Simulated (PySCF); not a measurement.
System: hydroxysilane, sum formula H4SiO, charge 0, multiplicity 1. SMILES: [SiH3]O
Geometry from a B3LYP-D3(BJ)/def2-TZVP (Ansatz) optimisation:
```xyz
6

Si    -0.5134    -0.0066    -0.1436
O      1.0508     0.0053     0.3904
H     -0.7688    -1.1431    -1.0634
H     -1.3498    -0.1404     1.0649
H     -0.8566     1.2474    -0.8595
H      1.7563     0.0863    -0.2554
```

Dispersion corrections to the total energy (kcal/mol) from the dftd3 and dftd4 libraries through PySCF: D3(BJ) without and D4 with the three-body term, each with the damping fitted for the functional named.

| functional | D3(BJ) | D4 |
|---|---|---|
| B2GP-PLYP | ? | -0.60 |
| PBE | -1.64 | -1.49 |
| CAM-B3LYP | -1.22 | -1.21 |
| PW6B95 | -0.78 | -1.40 |
| LC-wPBE | -1.49 | ? |
| TPSSh | ? | -1.81 |
| r2SCAN | -0.42 | -0.34 |

Q: Some entries are withheld; supply them.

A: 
- B2GP-PLYP, D3(BJ): -1.10
- LC-wPBE, D4: -1.65
- TPSSh, D3(BJ): -1.85
